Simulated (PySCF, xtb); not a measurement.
tetramethyldisiloxane (C4H14OSi2), SMILES C[SiH](C)O[SiH](C)C.

GFN2-xTB (xtb) at its own geometry gives an orbital gap of 5.92 eV and a dipole moment of 1.12 D.

Geometry optimised at B3LYP-D3(BJ)/def2-SVP. Other conformers were not sampled.

Task: What does HF/def2-SVP in PySCF give? (Estimate from the structure and the level; the computed values follow.)

Result: gap 15.39 eV (levels -11.32 and 4.07 eV), dipole 1.56 D.
